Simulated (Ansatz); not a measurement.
A structure relaxed at PBE0-D4/def2-TZVP in Ansatz, charge 0, singlet:

```xyz
4

Ta    1.339   -0.076    0.392
Ta   -1.031   -0.917    0.225
B     0.082    0.009   -1.213
B    -0.391    0.985    0.596
```

Q: Give its formula and point group.

A: the cluster Ta2B2. Point group C2v (tolerance 0.1 Å).

Q: Summarise the bond lengths by kind (pairs closer than 1.2 times the sum of covalent radii, bridged metal pairs left out).

A: 4 × B–Ta 2.04 Å; 1 × Ta–Ta 2.52 Å.

In the def2 sets Ta takes a core potential; there is no spin–orbit coupling. The relaxation made no stability test and no search for a lower SCF solution. The structure comes from a short search, and lower isomers may exist.
